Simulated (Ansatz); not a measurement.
```xyz
8

F     0.993    2.377   -0.954
Al    1.134    1.066    0.010
F     2.424    0.834    0.985
Cl    0.760   -0.797   -1.197
Al   -1.134   -1.066   -0.010
F    -2.424   -0.836   -0.984
F    -0.991   -2.376    0.954
Cl   -0.761    0.798    1.196
```

Charge 0, multiplicity 1.

(1) List the CAM-B3LYP/def2-TZVPP orbital energies in eV (Ansatz 0.2.0). (An estimate is asked.)

Answers

(1) Ansatz gave: Occupied: -2766.35, -2766.35, -1528.69, -1528.69, -673.33, -673.33, -673.33, -673.33, -261.16, -261.16, -200.15, -200.15, -200.13, -200.13, -200.06, -200.06, -116.61, -116.61, -77.28, -77.28, -77.25, -77.25, -77.18, -77.18, -34.21, -34.20, -33.98, -33.98, -26.95, -26.37, -16.30, -16.18, -14.97, -14.90, -14.89, -14.73, -14.47, -14.09, -13.86, -13.84, -13.79, -13.71, -13.54, -13.50, -13.13, -12.88, -12.66, -12.42. Lowest empty: -0.13, 0.91, 1.30, 1.78, 1.84, 1.99, 2.76, 2.81.
